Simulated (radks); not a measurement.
Results of a calculation; reference values are marked as such.
Polarisability of the calcium ion Ca5+, [Ne] 3s2 3p3, at imaginary frequency. Code: a radial shooting solver on a logarithmic mesh with Libxc functionals. Model: scalar-relativistic Kohn-Sham, PBE, spin-unpolarised, spherical densities, finite nucleus; Fermi nuclear charge, rms radius 3.4776 fm. Response by self-consistent Sternheimer equations with the Hartree and adiabatic LDA kernel, the relativistic mass of each level held fixed and spin-orbit coupling left out.

w (hartree)  alpha1(iw) (bohr^3)
0.00266                    1.652
0.0143                     1.652
0.0360                     1.650
0.0697                     1.647
0.118                      1.638
0.186                      1.618
0.280                      1.578
0.413                      1.502
0.605                      1.366
0.892                      1.148
1.35                      0.8489
2.12                      0.5220
3.59                      0.2568
6.94                     0.09825
17.5                     0.02548

Static values: alpha1 = 1.652 bohr^3 (0.2448 angstrom^3; uncoupled 2.747). C6 = 2.900, triple-dipole C9 = 3.470 atomic units. One-pole (London) frequency 4 C6 / (3 alpha1^2) = 1.417 hartree, against 3.533 for minus the highest occupied eigenvalue.
